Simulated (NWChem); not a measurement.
Species: AgN₂H₆ cation; SMILES [NH3]->[Ag+]<-[NH3]

Computed with NWChem. The geometry was optimised at PBE0/def2-SVP. Not confirmed as a minimum by frequencies. def2 effective core potentials on Ag; no spin-orbit coupling. Level TPSS/def2-SVPD: single points from the atomic guess with DIIS by default; each run changes one setting, and all converged runs end within 0.3 mHa of each other. NWChem's automatic level shift, which a small gap switches on, acted in some of these runs.

Question: Which setting needs the most SCF iterations, or fails (core-Hamiltonian guess; no level shifting; defaults; DIIS on 20 Fock matrices; occupation smearing of 0.005 Ha)?

Answer: core-Hamiltonian guess, with 28 against 21 for the defaults.
| setting | SCF iterations |
|---|---|
| defaults | 21 |
| occupation smearing of 0.005 Ha | 8 |
| no level shifting | 8 |
| DIIS on 20 Fock matrices | 19 |
| core-Hamiltonian guess | 28 |
